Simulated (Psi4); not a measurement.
heptane (C7H16), singlet (typed; the unrestricted solution is spin-contaminated), at a GFN2-xTB geometry, with bond 20-6 at 1.5 times its length; HF/STO-3G run with Psi4.

Psi4 was given this input:
```
memory 2 GB

molecule mol {
0 1
  C    -3.796579    0.310183   -0.093024
  C    -2.528590   -0.447694    0.280798
  C    -1.269865    0.308054   -0.138142
  C     0.005168   -0.445081    0.233067
  C     1.262664    0.312089   -0.186596
  C     2.538893   -0.439621    0.183845
  C     3.789235    0.322268   -0.238159
  H    -4.680211   -0.244715    0.213835
  H    -3.844982    0.465156   -1.168779
  H    -3.816405    1.283317    0.393005
  H    -2.508272   -0.610477    1.360917
  H    -2.536842   -1.428440   -0.200488
  H    -1.290965    0.471206   -1.218436
  H    -1.262395    1.289166    0.342962
  H    -0.002467   -1.426452   -0.247704
  H     0.026098   -0.608653    1.313389
  H     1.270477    1.293201    0.294502
  H     1.241907    0.475242   -1.266896
  H     2.531854   -1.420365   -0.297465
  H     2.571190   -0.683792    1.803988
  H     3.795961    0.477329   -1.314969
  H     4.685721   -0.229793    0.034642
  H     3.824538    1.295491    0.246815
}

set basis sto-3g
set reference uhf
set stability_analysis follow
set scf_type pk

energy('scf')
print_variables()
```

Output, abridged:

```
   => Loading Basis Set <=

    Name: STO-3G
    Role: ORBITAL
    Keyword: BASIS

         ---------------------------------------------------------
                                   SCF
               by Justin Turney, Rob Parrish, Andy Simmonett
                          and Daniel G. A. Smith
                              UHF Reference
         ---------------------------------------------------------

  ==> Geometry <==

    Molecular point group: c1
    Full point group: C1

    Geometry (in Angstrom), charge = 0, multiplicity = 1:

       Center              X                  Y                   Z               Mass
    ------------   -----------------  -----------------  -----------------  -----------------
         C           -3.796742392881     0.315746965565    -0.100944582616    12.000000000000
         C           -2.528753392881    -0.442130034435     0.272877417384    12.000000000000
         C           -1.270028392881     0.313617965565    -0.146062582616    12.000000000000
         C            0.005004607119    -0.439517034435     0.225146417384    12.000000000000
         C            1.262500607119     0.317652965565    -0.194516582616    12.000000000000
         C            2.538729607119    -0.434057034435     0.175924417384    12.000000000000
         C            3.789071607119     0.327831965565    -0.246079582616    12.000000000000
         H           -4.680374392881    -0.239151034435     0.205914417384     1.007825032230
         H           -3.845145392881     0.470719965565    -1.176699582616     1.007825032230
         H           -3.816568392881     1.288880965565     0.385084417384     1.007825032230
         H           -2.508435392881    -0.604913034435     1.352996417384     1.007825032230
         H           -2.537005392881    -1.422876034435    -0.208408582616     1.007825032230
         H           -1.291128392881     0.476769965565    -1.226356582616     1.007825032230
         H           -1.262558392881     1.294729965565     0.335041417384     1.007825032230
         H           -0.002630392881    -1.420888034435    -0.255624582616     1.007825032230
         H            0.025934607119    -0.603089034435     1.305468417384     1.007825032230
         H            1.270313607119     1.298764965565     0.286581417384     1.007825032230
         H            1.241743607119     0.480805965565    -1.274816582616     1.007825032230
         H            2.531690607119    -1.414801034435    -0.305385582616     1.007825032230
         H            2.571026607119    -0.678228034435     1.796067417384     1.007825032230
         H            3.795797607119     0.482892965565    -1.322889582616     1.007825032230
         H            4.685557607119    -0.224229034435     0.026721417384     1.007825032230
         H            3.824374607119     1.301054965565     0.238894417384     1.007825032230

  Running in c1 symmetry.

  Rotational constants: A =      0.38392  B =      0.02460  C =      0.02389 [cm^-1]
  Rotational constants: A =  11509.60237  B =    737.37439  C =    716.34591 [MHz]
  Nuclear repulsion =  307.305919394147281

  Charge       = 0
  Multiplicity = 1
  Electrons    = 58
  Nalpha       = 29
  Nbeta        = 29

  ==> Algorithm <==

  SCF Algorithm Type is PK.
  DIIS enabled.
  MOM disabled.
  Fractional occupation disabled.
  Guess Type is SAD.
  Energy threshold   = 1.00e-06
  Density threshold  = 1.00e-06
  Integral threshold = 1.00e-12

  ==> Primary Basis <==

  Basis Set: STO-3G
    Blend: STO-3G
    Number of shells: 37
    Number of basis functions: 51
    Number of Cartesian functions: 51
    Spherical Harmonics?: true
    Max angular momentum: 1

  ==> Integral Setup <==

  Using in-core PK algorithm.
   Calculation information:
      Number of atoms:                  23
      Number of AO shells:              37
      Number of primitives:            111
      Number of atomic orbitals:        51
      Number of basis functions:        51

[...]
   @UHF iter   2:  -271.08284799193393   -1.76797e-02   7.57931e-04 DIIS/ADIIS
   @UHF iter   3:  -271.08402426927131   -1.17628e-03   2.29365e-04 DIIS/ADIIS
   @UHF iter   4:  -271.08413061913507   -1.06350e-04   2.73870e-05 DIIS
   @UHF iter   5:  -271.08413205887882   -1.43974e-06   3.10709e-06 DIIS
   @UHF iter   6:  -271.08413208546853   -2.65897e-08   4.00660e-07 DIIS
  Energy and wave function converged.

    Negative totally symmetric eigenvalue detected: -0.046914
    Wavefunction unstable!
    Lowest UHF->UHF stability eigenvalues:
       A -0.046914

    Rotating orbitals by 0.5 * pi / 2 radians along unstable eigenvector.
    Running SCF again with the rotated orbitals.
   @UHF iter   7:  -270.64130795818380   -2.70641e+02   6.94826e-03 DIIS/ADIIS
   @UHF iter   8:  -271.00271239904208   -3.61404e-01   3.54227e-03 DIIS/ADIIS
   @UHF iter   9:  -271.07211659901685   -6.94042e-02   1.24902e-03 DIIS/ADIIS
   @UHF iter  10:  -271.08222328167375   -1.01067e-02   5.98862e-04 DIIS/ADIIS
   @UHF iter  11:  -271.08545153341413   -3.22825e-03   3.08993e-04 DIIS/ADIIS
   @UHF iter  12:  -271.08680672222590   -1.35519e-03   8.61012e-05 DIIS
   @UHF iter  13:  -271.08693041314450   -1.23691e-04   2.85932e-05 DIIS
   @UHF iter  14:  -271.08694586527452   -1.54521e-05   5.52328e-06 DIIS
   @UHF iter  15:  -271.08694624770015   -3.82426e-07   1.93014e-06 DIIS
   @UHF iter  16:  -271.08694626400052   -1.63004e-08   8.33189e-07 DIIS
    Wavefunction stable under totally symmetric rotations.
    Lowest totally symmetric eigenvalue: 0.087907
    Lowest UHF->UHF stability eigenvalues:
       A 0.087907

    Stability analysis over.

  ==> Post-Iterations <==

   @Spin Contamination Metric:   2.257748502E-01
   @S^2 Expected:                0.000000000E+00
   @S^2 Observed:                2.257748502E-01
   @S   Expected:                0.000000000E+00
   @S   Observed:                0.000000000E+00

    Orbital Energies [Eh]
    ---------------------

    Alpha Occupied:

[...]
    Alpha Virtual:

[...]
      51A      0.848384

    Beta Occupied:

[...]
    Beta Virtual:

[...]
      51A      0.845963

    Final Occupation by Irrep:
              A
    DOCC [    29 ]
    SOCC [     0 ]
    NA   [    29 ]
    NB   [    29 ]

  @UHF Final Energy:  -271.08694626400052

   => Energetics <=

    Nuclear Repulsion Energy =            307.3059193941472813
    One-Electron Energy =                -975.3010247080171666
    Two-Electron Energy =                 396.9081590498693686
    Total Energy =                       -271.0869462640005167

  UHF NO Occupations:
  HONO-2 :   27  A 1.9996372
  HONO-1 :   28  A 1.9996202
  HONO-0 :   29  A 1.8812524
  LUNO+0 :   30  A 0.1187476
  LUNO+1 :   31  A 0.0003798
  LUNO+2 :   32  A 0.0003628
  LUNO+3 :   33  A 0.0003247

Computation Completed

Properties will be evaluated at   0.000000,   0.000000,   0.000000 [a0]

Properties computed using the SCF density matrix

 Multipole Moments:

 ------------------------------------------------------------------------------------
     Multipole            Electronic (a.u.)      Nuclear  (a.u.)        Total (a.u.)
 ------------------------------------------------------------------------------------

 L = 1.  Multiply by 2.5417464519 to convert [e a0] to [Debye]
 Dipole X            :         -0.0086103            0.0024306           -0.0061797
 Dipole Y            :         -0.4214123            0.4560268            0.0346145
 Dipole Z            :         -0.3013495            0.1524219           -0.1489276
 Magnitude           :                                                    0.1530222

 ------------------------------------------------------------------------------------

  Variable Map:
  ----------------------------------------------------------------------------
[...]
  Array Variable Map:
  ----------------------------------------------------------------------------
[...]
[...]
```
